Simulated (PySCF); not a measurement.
TcH₂, broken-symmetry Ms = 1/2: data card

All numbers come from UPBE0/[Tc def2-TZVP with ECP28, H def2-TZVP], scalar-relativistic core potentials, density fitting, no spin–orbit coupling, PySCF.

The structure is a minimum.

```xyz
3
charge 0 multiplicity 2, angstrom
Tc    0.0000    0.0000   -0.0203
H     1.2695    0.0000    0.9975
H    -1.2695    0.0000    0.9975
```

```json
{"Point group": "C2v", "Bond lengths": "Tc–H 1.627 Å (×2)", "Bond angles": "H–Tc–H 102.6°", "Rotational constants": "8.237, 5.189, 3.184 cm⁻¹", "Entropy at 298.15 K and 1 bar (electronic part: spin only)": "232.3 J/(mol K)", "Heat capacity Cp at 298.15 K": "38.4 J/(mol K)", "Enthalpy at 298.15 K above 0 K": "10.46 kJ/mol", "Atomisation energy without zero-point energy": "411 kJ/mol", "Zero-point energy": "26.9 kJ/mol", "Rotational symmetry number": "2", "Principal quadrupole moments (Buckingham, traceless) about the centre of mass": "-2.28, 1.05, 1.23 D Å", "Highest occupied level (β)": "-5.28 eV", "Principal polarisabilities": "41.2, 43.2, 50.0 bohr³", "Dipole moment": "2.87 D", "Spin squared ⟨S²⟩": "1.670", "Lowest empty level (α)": "-2.18 eV"}
```

Harmonic modes (masses in u: Tc 98.907, H 1.008):
```json
{"symmetry": "a1", "ω (cm⁻¹)": "524", "IR (km/mol)": "95.8"}
{"symmetry": "b2", "ω (cm⁻¹)": "1953", "IR (km/mol)": "308"}
{"symmetry": "a1", "ω (cm⁻¹)": "2021", "IR (km/mol)": "87.0"}
```

In C2v the vibrations span 2a1 + b2. Here b1 is antisymmetric to the molecular plane and b2 lies in it.

Charges (e):
```json
{"atom": "Tc1", "Mulliken": "0.17", "Löwdin": "0.11", "polar tensor": "0.68", "spin (Mulliken)": "1.11", "Mayer order to Tc1": "–"}
{"atom": "H2,3", "Mulliken": "-0.08", "Löwdin": "-0.06", "polar tensor": "-0.34", "spin (Mulliken)": "-0.05", "Mayer order to Tc1": "0.99"}
```

Mulliken populations on Tc1 (electrons outside its core potential): s 2.70, p 6.10, d 6.03, f 0.00.

Outer orbital energies (eV). α occupied: -8.81, -8.76, -6.70, -6.69, -5.63; empty: -2.18, -1.59, -1.33, -0.03. β occupied: -8.64, -8.63, -5.75, -5.28; empty: -2.04, -1.54, -1.39, -0.87.

The determinant is spin-contaminated (⟨S²⟩ = 1.67, pure value 0.75). This need not be the most stable arrangement of these atoms. Other spin states or occupations of the open shell can lie lower. At this level a sextet minimum of C2v symmetry lies 104 kJ/mol below this structure.

The final relaxation and frequency run took roughly 28 core-seconds on a shared host.
